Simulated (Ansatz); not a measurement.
All numbers were calculated with Ansatz.

A structure relaxed at PBE0-D4/def2-TZVP, charge 0, multiplicity 2:

```csv
atom,x (Å),y (Å),z (Å)
C1,-0.692,-0.512,0.335
B2,0.779,-0.102,0.555
Se3,1.994,1.021,-0.343
H4,-0.771,-1.601,0.260
H5,-1.151,-0.069,-0.556
H6,-1.289,-0.228,1.208
H7,1.130,1.490,-1.460
```

Task: Give its formula and SMILES.

Result: CH4BSe, `C[B][SeH]`.

Task: Point group (tolerance 0.08 Å, 0.16 Å for H)?

Result: Cs.

Task: Summarise the bond lengths by kind.

Result: 1 × B–C 1.542 Å; 3 × C–H 1.095 to 1.096 Å; 1 × B–Se 1.883 Å; 1 × H–Se 1.488 Å.
